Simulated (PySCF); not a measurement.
r2SCAN on P (phosphorus, neutral), [Ne] 3s1 3p3 3d1, high-spin 6D determinant (an excited configuration). All numbers are calculated (PySCF 2.14, the spin-free X2C one-electron Hamiltonian (Gaussian nucleus), in aug-cc-pVDZ-DK (5s4p2d, 27 functions)).

```
cycle= 1 E= -341.515539742894  delta_E= -0.00175  |g|= 0.0044  |ddm|= 0.244
cycle= 2 E= -341.515551888555  delta_E= -1.21e-05  |g|= 0.000645  |ddm|= 0.0118
cycle= 3 E= -341.515552302159  delta_E= -4.14e-07  |g|= 0.000186  |ddm|= 0.00581
cycle= 4 E= -341.51555232875  delta_E= -2.66e-08  |g|= 1.36e-05  |ddm|= 0.00103
cycle= 5 E= -341.51555232895  delta_E= -2e-10  |g|= 1.46e-07  |ddm|= 0.000122
converged SCF energy = -341.51555232895  <S^2> = 8.750012  2S+1 = 6.000004
```

Highest occupied orbital energy: 1.865 eV; ⟨L²⟩ = 6.00; populations by l: s 5.00, p 9.00, d 1.00.

**Question.** Can this result be used?

**Answer.** Not for this state. The run converged. The outer electron is Rydberg-like, and this basis confines it to a smaller radius and binds it less than a complete one would. At r2SCAN the highest occupied level has a positive energy, so only the finite basis holds that electron; for this excited configuration the basis is too tight for the outer shell.
